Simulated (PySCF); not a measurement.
Stepwise substitution at one centre (Al OH-H). All species are isolated molecules in the gas phase. One relaxed conformer stands for each flexible species; it need not be the lowest. Strings in code marks are SMILES.

Calculation: TPSSh-D3(BJ)/def2-TZVP // CAM-B3LYP-D3(BJ)/def2-TZVP in PySCF. Excitations are Tamm–Dancoff values on a coarser integration grid. The basis has no diffuse functions, so Rydberg states are missing or too high.

| species | T1 excitation (TDA) (eV) | HOMO (eV) | S1 excitation (TDA) (eV) |
|---|---|---|---|
| 0 of 3 OH replaced by H (`[OH][Al]([OH])[OH]`) | 6.48 | -8.05 | 6.74 |
| 1 of 3 OH replaced by H | 6.82 | -8.12 | 7.12 |
| 2 of 3 OH replaced by H (`[OH][AlH2]`) | 5.49 | -7.76 | 5.94 |
| 3 of 3 OH replaced by H (`[AlH3]`) | – | -8.05 | – |
